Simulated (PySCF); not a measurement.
# Worked example: oscillator strength and radiative lifetime

C2H5ClGe, SMILES C=[CH][GeH2][Cl].

Geometry optimised at r2SCAN-D4/def2-SVP. The structure was generated by enumeration, and PubChem lists no compound with its InChIKey, so it may never have been made. The values are those of a single conformer.

TDA-PBE0/def2-SVPD run with PySCF puts the first singlet state with f over 0.02 at 7.02 eV (vertical), with the transition dipole (0.556, 0.385, 0.000) in atomic units.

Problem. Find the oscillator strength, the wavelength and the radiative lifetime that this transition would have in vacuum if emission retraced absorption.

Solution. 
|μ|² = 0.4574 au, so |μ| = 1.72 D. ΔE = 7.02/27.211 = 0.2580 hartree. f = (2/3) ΔE |μ|² = 0.079 (the program prints 0.079).
λ = 1239.84/7.02 = 177 nm; ν = 56620 cm⁻¹.
Einstein's coefficient A = 0.6670 ν² f s⁻¹ (ν in cm⁻¹) = 1.7e8 s⁻¹, so τ = 1/A = 5.9 ns. This state is S5; the lower singlets have f = 0.007, 0.002, 0.007, 0.011. The figure is the radiative limit of this one transition; relaxation, internal conversion, crossing to triplets and a medium change what is measured.
